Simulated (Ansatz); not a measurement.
C2H7ClFNSeTi (`C[N](C)[Ti]([F])([Cl])[SeH]`), one more setting.

```yaml
crystal:
  periodic: [false, false, false]
  atoms:
    - {symbol: C, position_ang: [-0.248035, 0.022380, 1.432434]}
    - {symbol: N, position_ang: [0.319584, 0.040278, 0.103517]}
    - {symbol: C, position_ang: [1.527764, -0.732824, -0.050495]}
    - {symbol: Ti, position_ang: [-0.540298, 0.999119, -1.198755]}
    - {symbol: F, position_ang: [0.492212, 1.057812, -2.614573]}
    - {symbol: Cl, position_ang: [-1.090883, 3.008567, -0.451889]}
    - {symbol: Se, position_ang: [-2.551304, -0.304924, -1.671187]}
    - {symbol: H, position_ang: [-0.511064, -1.002319, 1.723543]}
    - {symbol: H, position_ang: [0.463261, 0.422163, 2.164724]}
    - {symbol: H, position_ang: [-1.155877, 0.629045, 1.476490]}
    - {symbol: H, position_ang: [1.339759, -1.789004, 0.178100]}
    - {symbol: H, position_ang: [2.307341, -0.370886, 0.630599]}
    - {symbol: H, position_ang: [1.900490, -0.662285, -1.072724]}
    - {symbol: H, position_ang: [-2.252941, -1.317143, -0.649775]}
basis:
  gaussian: {orbitals: "6-31G*"}
hamiltonian: {xc: {name: BLYP}}
scf: {lower_state_search: light}
```

```sh
$ ansatz run in.yaml --threads 4 --pin off --events-out ev --progress --plain --max-ram 66560MiB --backend cpu
```

Output, abridged:

```
Functional definition: BLYP
1955 factors; their error is unknown
mean field evaluation 1: about -107364.1942 eV, gradient 8.1e1 eV
mean field evaluation 2: about -106981.2028 eV, gradient 4.5e2 eV
mean field evaluation 4: about -107345.7174 eV, gradient 1.3e2 eV
mean field evaluation 8: about -107378.3752 eV, gradient 3.0e0 eV
mean field evaluation 16: about -107378.2708 eV, gradient 1.2e-2 eV
mean field -107378.27084843 eV, -3946.0786700736 hartree, gradient 5.5e-5 eV, S^2 0.000000; 0 other end points of the search recorded, 0 dependent functions left out
reference -107378.27129822 eV, -3946.0786866033 hartree; 54, 54 occupied and 110, 110 virtual orbitals, 1955 factors
Total energy: -107378.27129822 eV, -3946.0786866033 hartree
```

Hardware: 4 threads of a server CPU on a shared host. Wall time 6.5 s, peak host memory 1 GiB.
